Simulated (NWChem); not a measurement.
System: HS2, doublet; SMILES [S]S

All runs: NWChem. Spin-unrestricted. In the optimisation the excess spin sits in a" (Cs, its own frame). No stability test was run on the SCF state. Level UHF/def2-SVP: optimisations from one semi-empirical or force-field start; each run changes one setting, and all end within 0.3 mHa of each other.

| setting | optimisation steps |
|---|---|
| redundant internal coordinates, default thresholds | 4 |
| loose thresholds | 3 |
| no line search | 4 |
| Cartesian coordinates | 3 |
| tight thresholds | 6 |
